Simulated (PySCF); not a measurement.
# Correlation energy of Ru²⁺ (ruthenium, charge +2)

[Kr] 4d6, high-spin 5D determinant. Calculation: PySCF 2.14, in x2c-TZVPPall; the spin-free X2C one-electron Hamiltonian (Gaussian nucleus). Frozen: [Ar] 3d10; 14 electrons correlated.

```
  level  correlation energy (mhartree)
   CCSD                        -397.04
    (T)                          -8.70
CCSD(T)                        -405.74
```

Diagnostics: T1 = 0.0035, D1 = 0.0074, largest double amplitude 0.028.

Q: Is a single reference adequate?

A: Yes, within this model without spin-orbit coupling: T1 lies below 0.03 and no double amplitude reaches 0.07.

This basis was not built for core-valence correlation, so the inner-shell part is incomplete.
